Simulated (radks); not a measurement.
Removal energies from the arsenic ion As6+, [Ar] 3d9, by Delta-SCF beside the eigenvalue of the level emptied. All-electron calculation, scalar-relativistic Kohn-Sham, PBE, spin-polarised, spherical densities, finite nucleus; Fermi nuclear charge, rms radius of each element as measured or else 0.836 A^(1/3) + 0.57 fm. Program: a radial shooting solver on a logarithmic mesh with Libxc functionals. Open shells are filled with parallel spins first.

| removed from | final configuration | Delta-SCF (eV) | -eigenvalue (eV) |
|---|---|---|---|
| 3d | [Ar] 3d8 | 150.60 | 135.62 |
| 3p | [Ne] 3s2 3p5 3d9 | 244.93 | 229.64 |
| 3s | [Ne] 3s1 3p6 3d9 | 302.12 | 286.61 |
| 2p | [He] 2s2 2p5 3s2 3p6 3d9 | 1445.9 | 1404.6 |
